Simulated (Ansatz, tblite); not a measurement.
Cost and result up the ladder for In₆Sb₆H₁₈, a cluster cut from wurtzite InSb (hydrogen-capped) (30 atoms). The state is a singlet with charge 0. Geometry: PBE-D4/def2-SVP.

```xyz
30

Sb   -0.259   -3.183   -0.106
In   -2.731   -1.642   -0.079
In   -0.278   -0.953    3.709
Sb   -2.257    0.244    1.953
Sb   -1.993   -0.181   -2.489
In   -2.481    2.844    0.683
In    2.415   -2.070    0.196
Sb    2.045   -0.114    2.183
Sb    2.191   -0.527   -2.265
In    0.281    1.623   -2.730
In    2.827    2.406    0.973
Sb    0.261    2.972   -0.263
H    -0.428   -4.542    0.928
H    -0.257   -4.094   -1.571
H    -4.119   -2.656   -0.349
H    -0.404   -2.669    3.388
H    -0.292   -0.133    5.240
H    -3.748    0.050    2.796
H    -1.827   -1.353   -3.743
H    -3.388    0.565   -3.154
H    -3.414    2.531   -0.765
H    -2.736    4.063    1.893
H     3.637   -3.302    0.067
H     3.386   -0.544    3.177
H     1.977   -1.664   -3.544
H     3.753   -0.019   -2.761
H     0.420    2.261   -4.343
H     3.141    3.576    2.218
H     3.850    1.936   -0.368
H     0.427    4.574   -0.877
```

Ansatz on 2 threads of AMD EPYC 7R13 on a shared host and a share (18 GiB) of an NVIDIA H100 80GB HBM3; xTB runs through tblite on one thread. Times are rough, summed over both states, and most runs start from the orbitals of an earlier one. PBE0-D4/def2-TZVP serves as the yardstick here, not as an exact answer. The other state is a triplet.

In the def2 sets In, Sb take a core potential; there is no spin–orbit coupling. The xTB rows come from tblite. Single mean-field runs in def2-TZVP are fitted with def2-universal-jkfit.

xTB has no spin-polarisation term.

| level | functions | wall time | vertical triplet (eV) | difference from PBE0-D4/def2-TZVP (eV) |
| --- | --- | --- | --- | --- |
| GFN1-xTB | 144 | 0.24 s | 2.45 | -1.32 |
| GFN2-xTB | 126 | 0.33 s | 2.39 | -1.38 |
| PBE-D4/def2-TZVP (with forces) | 708 | 44 s | 3.18 | -0.59 |
| PBE0-D4/def2-TZVP (with forces) | 708 | 58 s | 3.77 | 0.00 |
